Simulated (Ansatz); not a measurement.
Ansatz (an electronic-structure program) input:
A basis named .json is the Basis Set Exchange file of that set.

Ansatz 0.2 input:
```yaml
crystal:
  periodic: [false, false, false]
  atoms:
    - {symbol: Si, position_ang: [-0.10488782, 0.07975743, 0.34087059]}
    - {symbol: N, position_ang: [-0.48995522, 1.58678522, -0.46426439]}
    - {symbol: N, position_ang: [-0.94603010, -1.21935704, -0.40787833]}
    - {symbol: N, position_ang: [1.57278099, -0.27621345, 0.23849482]}
    - {symbol: H, position_ang: [-0.37431017, 0.29747914, 1.77890376]}
    - {symbol: H, position_ang: [-0.61900020, 1.49887649, -1.47582279]}
    - {symbol: H, position_ang: [-0.84828330, -2.15874117, -0.05225082]}
    - {symbol: H, position_ang: [-1.86752473, -1.07291268, -0.78967746]}
    - {symbol: H, position_ang: [2.22798350, 0.18137374, 0.85337847]}
    - {symbol: H, position_ang: [1.99199471, -0.50118248, -0.65118401]}
basis:
  gaussian:
    orbitals: aug-cc-pV_D+d_Z.json
magnetization: {spin_polarized: true, initial_magnetization: 1}
correlation: {method: ccsd_t, electrons: outside_noble_gas}
output: {forces: true}
```

Q: Predict the final energy.

A: -456.52778 Eh (CCSD(T)/aug-cc-pV(D+d)Z). The basis has 155 functions.

It need not be the lowest isomer of its formula.
